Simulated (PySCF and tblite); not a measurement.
Results of a calculation; reference values are marked as such.
C₃H₅Br, numbered as in [CH2:1]=[CH:2][CH2:3][Br:4]. Geometries PBE0-D3(BJ)/def2-SVP; weights from PBE0-D3(BJ)/pcSseg-1 (IEF-PCM, chloroform) energies and GFN2-xTB thermal corrections, with symmetry numbers and mirror pairs. Conformers within 3 kcal/mol (GFN2-xTB free energy) were kept, 5 at most. GIAO shieldings: PBE0/pcSseg-1 (IEF-PCM, chloroform). Shifts are against TMS (¹H), TMS (¹³C) at the same level. Codes: tblite and PySCF.

Torsions listed: C1–C2–C3–Br4. Of a mirror pair one member is shown.

```tsv
conformer	shape	point group	mirror pair	ΔE(DFT)	Δ(G−E) at 298.15 K	δ C1 (ppm)
1	-118°	C1	yes	0.00	0.00	128.5
2	0°	Cs	no	0.95	-0.10	124.4
```

Energies in kcal/mol; the thermal term leaves out symmetry numbers and mirror images.

Work out the weights at 298.15 K and the ¹³C shift of C1 under fast exchange.

RT = 0.592 kcal/mol. Each conformer gets RT ln(σ/g), with σ the rotational symmetry number and g = 2 for a mirror pair: 1: σ = 1, g = 2, G = 0.00 + 0.00 − 0.41 = -0.41, 0.00 above the lowest, exp(−ΔG/RT) = 1.000; 2: σ = 1, g = 1, G = 0.95 − 0.10 + 0.00 = 0.85, 1.26 above the lowest, exp(−ΔG/RT) = 0.118. The sum is 1.118, so the weights are 89.4, 10.6 %. The averaged shift is 128.1 ppm. At 298.15 K the leading conformer alone gives 128.5 ppm and bare DFT energies give 127.8 ppm.

Spin–orbit effects of the heavy atoms on shieldings are missing.
